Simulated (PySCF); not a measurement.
Species: `C[Si@@H]1C[C@H]1C(F)(F)F`. The columns A, B, C and D hold Mulliken, IAO, Hirshfeld and ESP-fitted charges (e) of one PBE0/pcSseg-1 density (PySCF), in a shuffled order. Coordinates in Å (PBE0-D3(BJ)/def2-SVP); the density's dipole moment is (-3.11, 1.26, 1.15) D.

| atom | x | y | z | A | B | C | D |
| --- | --- | --- | --- | --- | --- | --- | --- |
| C1 | -2.430 | 0.437 | 0.201 | -0.200 | -0.710 | -0.630 | -0.730 |
| Si2 | -0.827 | -0.479 | 0.452 | +0.346 | +0.849 | +0.680 | +0.531 |
| C3 | 0.598 | 0.305 | 1.346 | -0.174 | -0.536 | -0.435 | -0.646 |
| C4 | 0.747 | 0.298 | -0.189 | -0.159 | -0.434 | -0.570 | -0.330 |
| C5 | 1.873 | -0.478 | -0.776 | +0.251 | +0.810 | +0.866 | +0.510 |
| F6 | 1.959 | -1.711 | -0.248 | -0.089 | -0.293 | -0.279 | -0.167 |
| F7 | 1.741 | -0.620 | -2.099 | -0.101 | -0.285 | -0.271 | -0.213 |
| F8 | 3.062 | 0.109 | -0.566 | -0.107 | -0.290 | -0.275 | -0.164 |
| H9 | -3.140 | 0.218 | 1.013 | +0.051 | +0.164 | +0.155 | +0.210 |
| H10 | -2.902 | 0.155 | -0.752 | +0.052 | +0.165 | +0.158 | +0.197 |
| H11 | -2.246 | 1.522 | 0.189 | +0.053 | +0.163 | +0.151 | +0.205 |
| H12 | -0.900 | -1.960 | 0.458 | -0.062 | -0.094 | -0.035 | -0.057 |
| H13 | 1.285 | -0.359 | 1.883 | +0.043 | +0.166 | +0.164 | +0.214 |
| H14 | 0.510 | 1.289 | 1.818 | +0.047 | +0.158 | +0.157 | +0.239 |
| H15 | 0.657 | 1.277 | -0.675 | +0.048 | +0.168 | +0.163 | +0.201 |

Problem. Which column most likely holds the ESP-fitted charges?

Solution. D. Σ q r misses the density's dipole by 0.08 D (D), 1.31 D (A), 1.56 D (C), 1.62 D (B). Charges fitted to the outside potential are the only set here that is tied to the molecule's multipoles.

Problem. And the Hirshfeld charges?

Solution. A. The mean sizes are 0.119 e (A), 0.308 e (D), 0.333 e (C), 0.352 e (B), and Hirshfeld charges are commonly the smallest of these schemes.

As computed, A = Hirshfeld, B = IAO, C = Mulliken, D = ESP-fitted. Hydrogens on carbon: Hirshfeld +0.04 to +0.05, IAO +0.16 to +0.17, Mulliken +0.15 to +0.16, ESP-fitted +0.20 to +0.24 e.

The Mulliken scheme gives each basis function's population to the atom it is centred on and halves the overlap population of two atoms between them. The Hirshfeld scheme divides the density at each point in proportion to the densities of the neutral, spherically averaged free atoms.

Geometry: PBE0-D3(BJ)/def2-SVP; no solvent, vibrations or thermal averaging.

These values come from a run that also computed NMR shieldings. On one thread, Intel Xeon at 2.50 GHz (x86_64), no GPU, shared host with 64 logical CPUs at a one-minute load of 63, this took 63 s and 0.85 GiB of memory at its peak.

Conformer computed: `[CH3:1][Si@@H:2]1[CH2:3][C@H:4]1[C:5]([F:6])([F:7])[F:8]`: C3–C4–C5–F6 47°.
